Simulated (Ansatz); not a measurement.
Basis sets compared for the cluster Pd₃H₅. Total charge 0; doublet. Geometry PBE-D4/def2-SVP. Ansatz on 2 threads of Arm Neoverse V2 on a shared host; times are rough, and most runs start from earlier orbitals.

```xyz
8

Pd    1.7568   -0.8499    0.9320
Pd   -0.2517   -0.0528   -0.6678
Pd   -0.7863   -0.7200    1.8817
H     1.4744    0.0470   -0.4627
H    -1.4050    0.1940    0.6123
H    -0.3281    0.6438   -2.2355
H     0.6996    0.0553    1.8663
H    -1.1597    0.6827   -1.9262
```

In the def2 sets Pd takes a core potential; there is no spin–orbit coupling. In the doublet, H6 and H8 lie 0.89 Å apart (atoms count from 1), so H2 has formed as a molecule. The structure comes from a short search, and lower isomers may exist.

Binding counts from free atoms (Pd singlet, H doublet) in the same basis, without a counterpoise term.

```json
{"level": "PBE-D4/def2-SVP", "functions": "118", "energy (Eh)": "-386.7055", "HOMO (eV)": "-4.66", "LUMO (eV)": "-4.23", "binding per atom (eV)": "2.28", "wall time": "5.5 s"}
{"level": "PBE-D4/def2-TZVP (with forces)", "functions": "150", "energy (Eh)": "-386.8120", "HOMO (eV)": "-4.68", "LUMO (eV)": "-4.25", "binding per atom (eV)": "2.29", "wall time": "7 s"}
{"level": "r2SCAN-D4/def2-TZVP", "functions": "150", "energy (Eh)": "-386.8762", "HOMO (eV)": "-4.77", "LUMO (eV)": "-4.07", "binding per atom (eV)": "2.35", "wall time": "13 s"}
{"level": "PBE0-D4/def2-SVP", "functions": "118", "energy (Eh)": "-386.5823", "HOMO (eV)": "-5.50", "LUMO (eV)": "-3.32", "binding per atom (eV)": "2.06", "wall time": "7.5 s"}
{"level": "PBE0-D4/def2-TZVP", "functions": "150", "energy (Eh)": "-386.6841", "HOMO (eV)": "-5.51", "LUMO (eV)": "-3.32", "binding per atom (eV)": "2.06", "wall time": "9.5 s"}
```

(1) Estimate the rows for PBE-D4/def2-TZVPD, r2SCAN-D4/def2-TZVPD, PBE0-D4/def2-TZVPD.

Answers

(1) 
| level | functions | energy (Eh) | HOMO (eV) | LUMO (eV) | binding per atom (eV) | wall time |
| --- | --- | --- | --- | --- | --- | --- |
| PBE-D4/def2-TZVPD | 165 | -386.8137 | -4.69 | -4.26 | 2.29 | 7.5 s |
| r2SCAN-D4/def2-TZVPD | 165 | -386.8776 | -4.78 | -4.08 | 2.36 | 16 s |
| PBE0-D4/def2-TZVPD | 165 | -386.6855 | -5.52 | -3.33 | 2.07 | 11 s |
